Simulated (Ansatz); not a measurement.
Total energies of Li₂Cl₂ (the lowest singlet isomer of a short search) from Ansatz at PBE-D4/def2-TZVP, gas phase (1 Eh = 27.2114 eV = 2625.5 kJ/mol). The reference geometry is relaxed at r2SCAN-D4/def2-TZVP.

```
atom   x (Å)   y (Å)   z (Å)
 Li1   0.322  -0.905   0.873
 Li2  -0.322   0.905  -0.873
 Cl3  -0.898   0.885   1.249
 Cl4   0.898  -0.885  -1.249
```

| state | geometry | energy (Eh) |
| --- | --- | --- |
| charge 0 singlet | reference | -935.26861 |
| charge 1 doublet | reference | -934.90729 |
| charge 1 doublet | relaxed at r2SCAN-D4/def2-TZVP | -934.93527 |
| charge 0 triplet | relaxed at r2SCAN-D4/def2-TZVP | -935.09696 |
| charge 0 quintet | relaxed at r2SCAN-D4/def2-TZVP | -934.85260 |
| free Li atom (doublet) | – | -7.46192 |
| free Cl atom (doublet) | – | -459.95840 |

**Question.** Work out the vertical ionisation energy to the doublet.

**Answer.** E(charge 1 doublet) − E(charge 0 singlet) = -934.90729 − (-935.26861) = 0.36132 Eh = 9.83 eV. For comparison, −ε of the highest occupied level is 6.64 eV at this level, 3.19 eV less.

**Question.** How much does the charge 1 doublet relax, and what is the adiabatic ionisation energy?

**Answer.** Relaxation: -934.90729 − (-934.93527) = 0.02798 Eh = 0.76 eV. Adiabatic ionisation energy: 0.33334 Eh = 9.07 eV, without zero-point energy. In the charge 1 doublet, Cl3 and Cl4 lie 2.67 Å apart (atoms count from 1), so these atoms are partly bonded to each other.

**Question.** Which of the charge 0 states is lowest, and how far above it are the others?

**Answer.** The singlet. triplet: -935.09696 − (-935.26861) = 0.17165 Eh = 450.7 kJ/mol; quintet: -934.85260 − (-935.26861) = 0.41601 Eh = 1092.2 kJ/mol. The quintet has fallen apart, so its energy is that of loose fragments and no spin gap. The quintet differs in its bonds from the reference.

**Question.** What is the binding energy per atom against free atoms?

**Answer.** Atoms: 2 × (-7.46192) + 2 × (-459.95840) = -934.84064 Eh. Binding: -934.84064 − (-935.26861) = 0.42797 Eh = 11.65 eV, or 2.91 eV for each of 4 atoms (no zero-point energy, no counterpoise term).

The structure comes from a short search, and lower isomers may exist.
